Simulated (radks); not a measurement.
Values are calculated unless marked as measured or tabulated.
Isoelectronic series with 7 electrons, each ion in its NIST ground configuration. Level of theory: non-relativistic Kohn-Sham, r2SCAN, spin-polarised, spherical densities, point nucleus; open shells are filled with parallel spins first; meta-GGA in the generalised Kohn-Sham scheme (a radial shooting solver on a logarithmic mesh with Libxc functionals). Total energies (hartree) and orbital eigenvalues (eV) (* marks an orbital that is empty in some or all of the ions):

ion	configuration	E (hartree)	2p down*	2p up	2s down
N	[He] 2s2 2p3	-54.58403	-3.1505	-8.8961	-15.1951
O+	[He] 2s2 2p3	-74.55949	-19.4241	-27.3002	-35.6844
F2+	[He] 2s2 2p3	-97.79862	-42.8530	-52.8149	-63.3558
Ne3+	[He] 2s2 2p3	-124.29559	-73.2616	-85.2911	-98.0148
Mg5+	[He] 2s2 2p3	-187.05304	-154.7683	-170.9123	-188.0276
Al6+	[He] 2s2 2p3	-223.31095	-205.8091	-224.0056	-243.3213
Si7+	[He] 2s2 2p3	-262.82069	-263.6879	-283.9354	-305.4523
P8+	[He] 2s2 2p3	-305.58183	-328.3961	-350.6935	-374.4118
S9+	[He] 2s2 2p3	-351.59405	-399.9275	-424.2742	-450.1937
Cl10+	[He] 2s2 2p3	-400.85713	-478.2778	-504.6732	-532.7936
Ar11+	[He] 2s2 2p3	-453.37091	-563.4438	-591.8876	-622.2085
K12+	[He] 2s2 2p3	-509.13526	-655.4232	-685.9151	-718.4360
Ca13+	[He] 2s2 2p3	-568.15007	-754.2140	-786.7539	-821.4742
Sc14+	[He] 2s2 2p3	-630.41529	-859.8150	-894.4027	-931.3220
Ti15+	[He] 2s2 2p3	-695.93084	-972.2248	-1008.860	-1047.978
V16+	[He] 2s2 2p3	-764.69667	-1091.443	-1130.126	-1171.442
Cr17+	[He] 2s2 2p3	-836.71275	-1217.468	-1258.199	-1301.712
Mn18+	[He] 2s2 2p3	-911.97904	-1350.300	-1393.078	-1438.789
Fe19+	[He] 2s2 2p3	-990.49552	-1489.938	-1534.764	-1582.672
Co20+	[He] 2s2 2p3	-1072.26216	-1636.382	-1683.255	-1733.359
Ni21+	[He] 2s2 2p3	-1157.27894	-1789.631	-1838.552	-1890.853
Cu22+	[He] 2s2 2p3	-1245.54585	-1949.685	-2000.654	-2055.150
Zn23+	[He] 2s2 2p3	-1337.06287	-2116.544	-2169.561	-2226.253
